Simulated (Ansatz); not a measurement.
`BC(B)O[SiH3]` + `N=C=O` → `BN=C=O` + `BCO[SiH3]`  (ligand exchange at a B–C bond)

Calculated with Ansatz (gas phase, PBE0-D4/def2-TZVP geometries, no zero-point term in ΔE). CCSD(T)/CBS adds triple-zeta CCSD(T) − MP2 to the extrapolated MP2 energy (def2 sets, frozen cores). This one scheme is used for every species. Functionals use def2-TZVPP. B3LYP here is the variant with VWN-RPA as its local correlation; programs differ in this. Each species was taken in one conformer, which may not be the lowest.

```tsv
level	ΔE (kJ/mol)	difference from CCSD(T)/CBS
PBE-D4	-90.1	3.6
r2SCAN-D4	-93.5	0.2
PBE0-D4	-93.5	0.2
B3LYP-D4	-101.0	-7.3
ωB97X-V	-94.8	-1.1
ωB97M-V	-93.4	0.3
B2PLYP	-103.3	-9.6
r2SCAN	-94.5	-0.8
PBE0	-96.7	-3.0
HF/def2-TZVPP	-119.4	-25.7
CCSD/def2-TZVPP	-98.1	-4.4
HF/def2-QZVPP	-119.3	-25.6
MP2/def2-QZVPP	-96.5	-2.8
HF/CBS(def2)	-119.3	-25.6
MP2/CBS(def2)	-96.0	-2.3
CCSD/CBS(def2)	-96.8	-3.1
CCSD(T)/CBS	-93.7	0
```

Largest T1 diagnostic among the species: 0.018.

The D4 term adds +6.0 kJ/mol with B3LYP and +3.3 kJ/mol with PBE0; it sums over pairs of atoms, weighted by their polarisabilities, and B3LYP, whose exchange is more repulsive, gets the larger term. In def2-TZVPP, CCSD(T) changes the Hartree–Fock value by +24.3 kJ/mol (the triples alone add +3.1 kJ/mol) and MP2 by +22.1 kJ/mol.
